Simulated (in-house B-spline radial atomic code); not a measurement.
The numbers below are computed, except where a source is named.
**What the choice of pseudopotential does to G0W0 on PBE0: Tc**

All numbers come from a B-spline radial code for spherical atoms, non-relativistic (model numbers for so heavy an element), configuration [Kr] 4d5 5s2, open shells at high spin. Semilocal Troullier-Martins pseudo-atoms, one channel per l, are made with PBE or LDA for several valence sets and radii, with or without a model core, and set against the all-electron atom. One channel fits only the lowest state of its l, so a second state of that l is approximate. All electrons give 5s down: PBE0 -4.669 eV, G0W0 -6.908 eV, 5s up: PBE0 -5.870 eV, G0W0 -8.175 eV. Potentials are made in the ion's own configuration unless the neutral atom is named, and a smooth local potential serves every l without a channel. Potentials that miss their own reference levels by more than 6 millihartree, or need radii over 3.5 bohr, are left out. Columns give pseudo minus all-electron, in eV; a dash marks a level in the core or of low weight.

```
    valence  made with          radii (bohr)  model core (bohr)  5s down PBE0  5s down G0W0  5s up PBE0  5s up G0W0
   4p 4d 5s        PBE  s 2.27 p 0.82 d 1.00               none         +0.01         -0.19       -0.33       -0.81
   4p 4d 5s        LDA  s 3.20 p 1.19 d 1.44               none         +0.01         -0.19       -0.35       -0.83
   4p 4d 5s        PBE  s 3.40 p 1.34 d 1.62               none         +0.01         -0.19       -0.37       -0.88
   4p 4d 5s        LDA  s 2.50 p 0.93 d 1.12               0.74         -0.02         -0.23       -0.37       -0.81
   4p 4d 5s        LDA  s 2.78 p 1.03 d 1.25               0.74         -0.02         -0.23       -0.36       -0.80
   4p 4d 5s        LDA  s 3.20 p 1.19 d 1.44               0.74         -0.02         -0.24       -0.38       -0.86
   4p 4d 5s        PBE  s 3.40 p 1.34 d 1.62               0.74         -0.01         -0.23       -0.38       -0.88
4s 4p 4d 5s        PBE  s 0.88 p 0.93 d 1.12               none         -0.09         -0.11       -0.14       -0.16
4s 4p 4d 5s        LDA  s 0.96 p 1.03 d 1.25               none         -0.05         -0.06       -0.08       -0.08
4s 4p 4d 5s        LDA  s 1.25 p 1.34 d 1.62               none         -0.09         -0.11       -0.13       -0.15
4s 4p 4d 5s        LDA  s 0.87 p 0.93 d 1.12               0.71         -0.07         -0.09       -0.09       -0.10
4s 4p 4d 5s        PBE  s 0.98 p 1.03 d 1.25               0.71         -0.03         -0.04       -0.04       -0.04
4s 4p 4d 5s        PBE  s 1.13 p 1.19 d 1.44               0.71         -0.03         -0.04       -0.04       -0.04
4s 4p 4d 5s        PBE  s 1.28 p 1.34 d 1.62               0.71         -0.09         -0.10       -0.11       -0.12
```

(1) How does the G0W0 shift of 5s down, which all sets hold, depend on the valence set?

Answers

(1) Mean size: 4s 4p 4d 5s: 0.08 eV; 4p 4d 5s: 0.21 eV. The means mix radii and the functional used in making the potentials.
